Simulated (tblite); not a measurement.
Compound: C6H4O2 (triplet state).
Numbering: `[O:1][c:2]1[cH:3][cH:4][cH:5][c:6]([O:7])[cH:8]1` (hydrogens: H9 on C3; H10 on C4; H11 on C5; H12 on C8)

Computed geometry: GFN2-xTB, gas phase. This method treats the open shell by occupation alone, without spin polarisation.

Problem. What internal coordinates does the optimisation give?

Solution. 
| bond | length (pm) | order |
| --- | --- | --- |
| O1–C2, C6–O7 | 123.7 | single |
| C2–C3, C5–C6 | 145.3 | aromatic |
| C3–C4, C4–C5 | 138.0 | aromatic |
| C2–C8, C6–C8 | 143.9 | aromatic |
| C3–H9, C5–H11 | 107.9 | single |
| C4–H10 | 108.1 | single |
| C8–H12 | 108.1 | single |

Bonds in one row agree within 1 pm and their mean is given. Orders are formal, as drawn. A selection of angles:
| angle | degrees |
| --- | --- |
| O1–C2–C3 | 122.2 |
| O1–C2–C8 | 121.6 |
| C3–C2–C8 | 116.2 |
| C2–C3–C4 | 121.5 |
| C2–C3–H9 | 117.0 |
| C4–C3–H9 | 121.5 |
| C3–C4–C5 | 121.6 |
| C3–C4–H10 | 119.2 |
| C6–C8–H12 | 118.5 |
| C2–C8–C6 | 122.9 |

C2 (carbon bonded to 2 C and O) is planar (angles 122.2°, 121.6° and 116.2°, sum 360.0°, 0.01 Å off the plane of its three neighbours). C8 (carbon bonded to 2 C and H) is planar (angles 122.9°, 118.5° and 118.5°, sum 360.0°, 0.00 Å off the plane of its three neighbours). C4 (carbon bonded to 2 C and H) is planar (angles 121.6°, 119.2° and 119.2°, sum 360.0°, 0.00 Å off the plane of its three neighbours). The 8 heavy atoms lie in one plane (0.004 Å rms). The C–C distances run from 1.380 Å (C4–C5, aromatic) to 1.453 Å (C2–C3, aromatic), a spread of 0.073 Å. C3 (carbon bonded to 2 C and H) is planar (angles 121.5°, 121.5° and 117.0°, sum 360.0°, 0.00 Å off the plane of its three neighbours). The 6-membered ring C2–C3–C4–C5–C6–C8 has internal angles of 116.2° to 122.9° (sum 720°, against 720° for a flat polygon); it is planar, 0.00 Å rms from its mean plane, widest ring torsion 0°.

Point group: C2v (tolerance 0.08 Å). GFN2-xTB frequencies show an imaginary mode (82i cm⁻¹), so the point is no minimum at that level.

Hardware: Intel Xeon at 2.50 GHz, one thread, no GPU, shared host. Cost: 0.25 s wall. These figures are those of the optimisation.
